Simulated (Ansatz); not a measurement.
`O[SiH2]CBr` + `CN[SiH2]O` → `CN([SiH2]O)[SiH2]O` + `CBr`  (ligand exchange at the Si–C bond)

Gas-phase electronic energies from Ansatz, PBE0-D4/def2-TZVP geometries. CBS: MP2 limit from def2 TZ/QZ plus the TZ coupled-cluster correction, frozen cores. DFT in def2-TZVPP. B3LYP here is the variant with VWN-RPA as its local correlation; programs differ in this. For Br outer-core shells are correlated without core-valence functions, which leaves a few kJ/mol of doubt a bond. Scalar relativity is left out up to krypton. Each species was taken in one conformer, which may not be the lowest.

`O[SiH2]CBr`:

Cartesian coordinates in Å:
```
O -0.615 -0.123 -1.845
Si 0.364 -0.387 -0.544
C -0.183 0.622 0.941
Br 1.105 0.247 2.353
H -1.421 -0.634 -1.917
H 1.720 0.054 -0.936
H 0.351 -1.819 -0.148
H -0.158 1.696 0.767
H -1.163 0.344 1.329
```

`CN[SiH2]O`:

```xyz
11

C    -1.281   -0.243   -0.881
N    -0.655   -0.239    0.423
Si    0.842    0.485    0.800
O     2.219   -0.369    0.479
H    -1.099   -1.164   -1.448
H    -0.893    0.591   -1.472
H    -2.364   -0.104   -0.803
H    -1.026   -0.933    1.053
H     0.891    0.676    2.266
H     0.876    1.752    0.019
H     2.489   -0.452   -0.436
```

`CN([SiH2]O)[SiH2]O`:

Z-matrix (Å, degrees):
```
C
N 1 1.461
H 1 1.095 2 110.7
H 1 1.095 2 112.2 3 120.5
H 1 1.093 2 110.8 3 -119.1
Si 2 1.734 1 116.6 3 -42.1
Si 2 1.710 1 120.5 3 137.8
O 6 1.638 2 108.7 1 169.0
H 6 1.485 2 113.1 1 -73.2
H 6 1.490 2 106.6 1 45.9
O 7 1.662 2 107.6 1 -130.2
H 7 1.487 2 106.9 1 -10.1
H 7 1.489 2 114.8 1 111.4
H 8 0.965 6 114.3 2 -37.5
H 11 0.960 7 115.8 2 -156.9
```

`CBr`:

```xyz
5

C    -0.102    0.075   -0.135
Br    0.965   -0.703    1.275
H    -0.669   -0.724   -0.606
H     0.572    0.543   -0.846
H    -0.765    0.809    0.312
```

```json
{"level": "PBE-D4", "ΔE (kcal/mol)": "-15.3", "difference from CCSD(T)/CBS": "1.2"}
{"level": "r2SCAN-D4", "ΔE (kcal/mol)": "-17.0", "difference from CCSD(T)/CBS": "-0.5"}
{"level": "PBE0-D4", "ΔE (kcal/mol)": "-16.1", "difference from CCSD(T)/CBS": "0.4"}
{"level": "B3LYP-D4", "ΔE (kcal/mol)": "-17.4", "difference from CCSD(T)/CBS": "-0.9"}
{"level": "ωB97X-V", "ΔE (kcal/mol)": "-16.7", "difference from CCSD(T)/CBS": "-0.2"}
{"level": "ωB97M-V", "ΔE (kcal/mol)": "-16.8", "difference from CCSD(T)/CBS": "-0.3"}
{"level": "B2PLYP", "ΔE (kcal/mol)": "-16.2", "difference from CCSD(T)/CBS": "0.3"}
{"level": "PBE", "ΔE (kcal/mol)": "-13.9", "difference from CCSD(T)/CBS": "2.6"}
{"level": "r2SCAN", "ΔE (kcal/mol)": "-16.5", "difference from CCSD(T)/CBS": "0.0"}
{"level": "PBE0", "ΔE (kcal/mol)": "-14.8", "difference from CCSD(T)/CBS": "1.7"}
{"level": "B3LYP", "ΔE (kcal/mol)": "-15.1", "difference from CCSD(T)/CBS": "1.4"}
{"level": "HF/def2-TZVPP", "ΔE (kcal/mol)": "-16.6", "difference from CCSD(T)/CBS": "-0.1"}
{"level": "MP2/def2-TZVPP", "ΔE (kcal/mol)": "-17.4", "difference from CCSD(T)/CBS": "-0.9"}
{"level": "SCS-MP2/def2-TZVPP", "ΔE (kcal/mol)": "-17.2", "difference from CCSD(T)/CBS": "-0.7"}
{"level": "CCSD/def2-TZVPP", "ΔE (kcal/mol)": "-17.0", "difference from CCSD(T)/CBS": "-0.5"}
{"level": "CCSD(T)/def2-TZVPP", "ΔE (kcal/mol)": "-17.2", "difference from CCSD(T)/CBS": "-0.7"}
{"level": "HF/def2-QZVPP", "ΔE (kcal/mol)": "-16.7", "difference from CCSD(T)/CBS": "-0.2"}
{"level": "MP2/def2-QZVPP", "ΔE (kcal/mol)": "-17.1", "difference from CCSD(T)/CBS": "-0.6"}
{"level": "SCS-MP2/def2-QZVPP", "ΔE (kcal/mol)": "-16.9", "difference from CCSD(T)/CBS": "-0.4"}
{"level": "HF/CBS(def2)", "ΔE (kcal/mol)": "-16.7", "difference from CCSD(T)/CBS": "-0.2"}
{"level": "MP2/CBS(def2)", "ΔE (kcal/mol)": "-16.8", "difference from CCSD(T)/CBS": "-0.3"}
{"level": "CCSD/CBS(def2)", "ΔE (kcal/mol)": "-16.3", "difference from CCSD(T)/CBS": "0.2"}
{"level": "CCSD(T)/CBS", "ΔE (kcal/mol)": "-16.5", "difference from CCSD(T)/CBS": "0"}
```

Largest T1 diagnostic among the species: 0.011.

The D4 term adds −2.3 kcal/mol with B3LYP and −1.3 kcal/mol with PBE0; it sums over pairs of atoms, weighted by their polarisabilities, and B3LYP, whose exchange is more repulsive, gets the larger term. From PBE to PBE0 (25 % exact exchange), in def2-TZVPP and without D4, ΔE moves by −1.0 kcal/mol.
